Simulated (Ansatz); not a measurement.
Reaction: BI3 (triiodoborane, SMILES B(I)(I)I) → BI2 (SMILES I[B]I, doublet) + I (doublet) (the B-I bond breaks)
Each species at its own B3LYP-D3(BJ)/def2-TZVP minimum (Ansatz, a program for electronic structure).

Property: bond dissociation energy (electronic), in kcal/mol. Radicals and triplets start from unrestricted determinants; spin-orbit coupling is neglected. Cores are frozen in correlated methods (noble-gas shells, and filled d and f shells in the p block). Past Kr the def2 sets carry scalar-relativistic core potentials. CBS(X,Y): correlation extrapolated as X^-3, Hartree-Fock from the larger set. A bracket is a step between two methods taken in the basis named. Spin-orbit terms, left out, reach several kcal/mol for Br and I, and more for heavier atoms.

CCSD(T)/CBS(def2-TZVPP,def2-QZVPP) + [CCSDT(Q) - CCSD(T)]/def2-SVP (Ansatz) gives 84.1 kcal/mol.

Question: What does PBE/def2-TZVPD (Ansatz) give here, and how do the other levels compare?

Answer: PBE gives 83.0 kcal/mol, 1.1 kcal/mol below it. Differences of the others: r2SCAN/def2-TZVPD (Ansatz) -3.7; B3LYP/def2-TZVPD (Ansatz) -7.5; B2PLYP/def2-TZVPD (Ansatz) -3.9; CCSD(T)/CBS(def2-TZVPP,def2-QZVPP) (Ansatz) 0.2 kcal/mol.
